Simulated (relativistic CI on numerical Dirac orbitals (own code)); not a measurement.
Calculated at this level of theory: Dirac-Coulomb-Breit CI, orbitals from a KLI potential per configuration, model QED (radiative potential, 1s self-energy scaled to tabulated hydrogen-like ionisation energies), unscaled Slater integrals (own radial code, finite nucleus).

The strongest absorption lines from the ground level of an ion, among the configurations computed and to levels below about 199 eV (vacuum wavelength in nm, gf): 6.6858 (0.33), 6.7405 (0.32), 6.7535 (0.54), 9.8692 (0.43), 11.161 (7.1), 11.244 (1.6), 11.527 (11), 11.558 (3.1).

Question: Which ion is it?
A. Xe¹⁷⁺
B. Sn¹³⁺
C. Te¹⁷⁺
D. Te¹⁵⁺

Answer: D. Te¹⁵⁺ has 37 electrons and the ground level 4s²4p⁶4d ²D3/2; the strongest line goes to 4s²4p⁵4d² ²F°5/2. The pattern of lines fixes the number of electrons, and along that sequence the line energies rise steadily with the charge (about as its square where n changes within one kind of shell, about linearly where n is kept but much faster in heavy ions where fine structure, which grows about as Z⁴, sets the gap, and irregularly where shells cross), which fixes Z. Configurations outside the model, such as inner-shell arrays, can give stronger lines. At this charge energies of transitions that change n are usually good to better than 1 %, and those within a shell (Δn = 0) to a few per cent. Levels and lines within the n = 5 or 6 shells can be off by up to 10 % or somewhat more, and those that change n by about 2 %, since core polarisation is missing.

LS names give the leading component of a level, which can be under half, so a name can repeat, a term be missing and a line seem to break the LS rules.
